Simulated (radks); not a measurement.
Values are calculated unless marked as measured or tabulated.
Species: Lu3+. Configuration: [Xe] 4f14.

Level of theory: scalar-relativistic Kohn-Sham, LB94 model potential, spin-polarised, spherical densities, finite nucleus; Fermi nuclear charge, rms radius 5.37 fm (a radial shooting solver on a logarithmic mesh with Libxc functionals).

Energy parts (hartree):
part                   energy
kinetic            15948.4431
electron-nucleus  -35867.8373
Hartree             5659.0966
(The LB94 potential has no energy functional, so no total or exchange-correlation energy is given.)

Orbitals (lengths in bohr, moments of r in powers of bohr; r(max) is where P^2 peaks):
| orbital | occ. | eigenvalue (hartree) | r(max) | <1/r> |
|---|---|---|---|---|
| 1s | 2 | -2332.942 | 0.01213 | 82.27 |
| 2s | 2 | -398.7465 | 0.06924 | 19.20 |
| 2p | 6 | -351.2209 | 0.05653 | 17.59 |
| 3s | 2 | -91.57073 | 0.1957 | 7.091 |
| 3p | 6 | -77.28850 | 0.1930 | 6.597 |
| 3d | 10 | -60.08551 | 0.1572 | 6.251 |
| 4s | 2 | -19.15211 | 0.4462 | 2.992 |
| 4p | 6 | -14.48952 | 0.4675 | 2.726 |
| 4d | 10 | -8.39269 | 0.4817 | 2.416 |
| 4f | 14 | -1.69462 | 0.4694 | 1.850 |
| 5s | 2 | -3.54353 | 1.036 | 1.148 |
| 5p | 6 | -2.44005 | 1.188 | 0.9553 |

The highest occupied level is 4f at -46.113 eV. The density falls to 0.001 e/bohr^3 at r = 3.03 bohr. Summed over all electrons, <r^2> = 31.55 bohr^2, which gives a Langevin (diamagnetic) susceptibility term of -25 x 10^-6 cm^3/mol.
